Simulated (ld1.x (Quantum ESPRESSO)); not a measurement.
**How hard is this N TM potential?**

ld1.x (Quantum ESPRESSO) 7.5 input, shortened:

```
&input
   title='N', zed=7., rel=1, dft='BLYP', iswitch=3,
   config='[He] 2s2 2p1.5'
 /
 &inputp
   pseudotype=2, tm=.true., lloc=0,
   nlcc=.true.
 /
2
2P  2  1   1.50   0.00  1.05  1.05  0.0
2S  1  0   2.00   0.00  0.65  0.65  0.0
 &test
   configts(1)='2s2 2p1.5'
 /
```

The pseudo-atom Hamiltonian at the reference potential is diagonalised in spherical Bessel functions j_l(qr) that vanish at 20 bohr, with q² up to the cutoff. All-electron valence levels (Ry): 2p -2.1131, 2s -2.9678.

How do the lowest levels (Ry) of each channel move with the cutoff, and are there ghosts?

| cutoff (Ry) | p #1 | p #2 | s #1 | s #2 | d #1 | f #1 | Σ f·Δε (mRy) |
| --- | --- | --- | --- | --- | --- | --- | --- |
| 8 | -1.3544 | -0.4007 | -2.7669 | -0.6713 | -0.3518 | -0.1431 | 1539.2 |
| 18 | -1.7007 | -0.4641 | -2.8069 | -0.6762 | -0.3546 | -0.1431 | 939.6 |
| 35 | -1.9587 | -0.5064 | -2.8886 | -0.6881 | -0.3548 | -0.1431 | 389.4 |
| 55 | -2.0677 | -0.5229 | -2.9025 | -0.6903 | -0.3549 | -0.1431 | 198.0 |
| 90 | -2.1110 | -0.5291 | -2.9188 | -0.6929 | -0.3549 | -0.1431 | 100.6 |
| 140 | -2.1129 | -0.5294 | -2.9562 | -0.6990 | -0.3549 | -0.1431 | 22.9 |
| 230 | -2.1132 | -0.5294 | -2.9642 | -0.7003 | -0.3549 | -0.1431 | 6.5 |
| 400 | -2.1132 | -0.5294 | -2.9674 | -0.7008 | -0.3550 | -0.1431 | 0.0 |

Result: no extra level below or beside the all-electron valence levels (p, s, d, f tested); 10 mRy is reached at 180 Ry and 1 mRy at over 300 Ry.
